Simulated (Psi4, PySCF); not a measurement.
PySCF was given this input:
```python
from pyscf import gto, scf, mp

mol = gto.Mole()
mol.atom = '''
    O     1.489568    1.614524    0.155186
    Si    1.507012    0.027799    0.349730
    O     1.259549   -0.361340    1.872749
    O     2.591938   -0.869940   -0.404344
    O     0.142242   -0.580651   -0.531351
    Si   -1.501502   -0.050291   -0.370312
    O    -1.529087    1.461630   -0.865880
    O    -2.107809   -1.106336   -1.404134
    O    -1.848910   -0.147645    1.187146
    H     1.765636    2.084047   -0.629914
    H     0.950171    0.235612    2.551215
    H     3.473489   -1.046372   -0.086906
    H     0.313663   -1.280413   -1.171699
    H    -1.553738    2.228224   -0.296573
    H    -2.963048   -1.037314   -1.819863
    H    -2.043241   -0.950830    1.666915
'''
mol.basis = '6-31g*'
mol.charge = 1
mol.spin = 0
mol.verbose = 4
mol.build()

mf = scf.RHF(mol)
mf.kernel()

pt = mp.MP2(mf, frozen=17)
pt.kernel()
print('E(MP2) = %.10f' % pt.e_tot)
```

Task: Write the same job for Psi4.

Result: One answer among several that fit: 
```
memory 2 GB

molecule {
1 1
  O     1.48956799    1.61452391    0.15518637
  Si    1.50701182    0.02779887    0.34972997
  O     1.25954908   -0.36134013    1.87274902
  O     2.59193758   -0.86993965   -0.40434432
  O     0.14224236   -0.58065139   -0.53135071
  Si   -1.50150189   -0.05029107   -0.37031245
  O    -1.52908749    1.46163017   -0.86587999
  O    -2.10780866   -1.10633613   -1.40413417
  O    -1.84890988   -0.14764465    1.18714632
  H     1.76563598    2.08404689   -0.62991433
  H     0.95017088    0.23561218    2.55121529
  H     3.47348946   -1.04637238   -0.08690554
  H     0.31366330   -1.28041343   -1.17169890
  H    -1.55373757    2.22822375   -0.29657333
  H    -2.96304825   -1.03731351   -1.81986332
  H    -2.04324055   -0.95082977    1.66691473
}

set basis 6-31g*
set freeze_core true
set mp2_type conv
set scf_type pk
set puream true
set d_convergence 1e-8

energy('mp2')
print_variables()
```

Both were run: PySCF gave -1107.471780 Eh and Psi4 -1107.471780 Eh, 0.000 mEh apart.
